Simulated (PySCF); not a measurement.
H₄S₄Si, SMILES S[Si](S)(S)S. Coordinates come from a PBE-D3(BJ)/def2-SVP optimisation. One conformer was computed; it need not be the lowest.

These are PBE-D3(BJ)/def2-SVP run with PySCF values and carry that method's errors.

Harmonic wavenumbers (cm⁻¹): 88, 123, 165, 165, 180, 215, 240, 240, 267, 363, 524, 533, 533, 668, 723, 740, 740, 2602, 2602, 2603, 2604. Rotational constants (GHz): 1.277, 1.277, 1.113; symmetry number 2.

Question: Work out the zero-point energy and the ideal-gas rigid-rotor harmonic-oscillator thermochemistry at 298.15 K and 1 atm.

Answer: ZPE = ½ Σ hcν = ½ × 16916 cm⁻¹ = 24.18 kcal/mol. H − E(el) = 30.73 kcal/mol. Entropy in cal/(mol K): translation 41.13, rotation 28.18, vibration 25.33, total 94.64. G − E(el) = 2.52 kcal/mol. Cp = 32.88 cal/(mol K). Modes under 150 cm⁻¹ make the vibrational entropy uncertain.
